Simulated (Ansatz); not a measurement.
closo-1-NB4 (H on N) (B4NH5). Total charge 0; singlet. Geometry r2SCAN-D4/def2-SVP, basis def2-TZVP, Ansatz.

```xyz
10

B    -0.363    0.688   -0.724
B     0.551    0.351    0.838
B    -1.091    0.137    0.668
B    -0.201   -1.038   -0.106
N     0.909   -0.114   -0.556
H    -0.579    1.428   -1.641
H     1.348    0.718    1.653
H     1.768   -0.221   -1.082
H    -2.104    0.263    1.288
H    -0.238   -2.213   -0.338
```

```
run  HOMO (eV)  LUMO (eV)
  A      -7.79      -0.61
  B     -10.42       1.56
  C      -6.72      -1.54
  D      -7.55      -0.81
  E      -6.88      -1.25
  F     -10.10       2.53
```

LC-ωPBE has ω = 0.4 bohr⁻¹. B3LYP takes the VWN-RPA correlation.

**Question.** The runs used B3LYP, HF, LC-ωPBE, PBE, PBE0, r2SCAN. Estimate which is which.

**Answer.** A PBE0 (25 % exact exchange); B LC-ωPBE (range-separated); C PBE (0 % exact exchange); D B3LYP (20 % exact exchange); E r2SCAN (0 % exact exchange); F HF (100 % exact exchange). Exact exchange lowers occupied and raises empty levels; among semilocal functionals meta-GGAs tend to open the gap a little, and such runs are hard to tell apart. The gap grows from 5.18 eV (PBE) to 12.62 eV (HF).
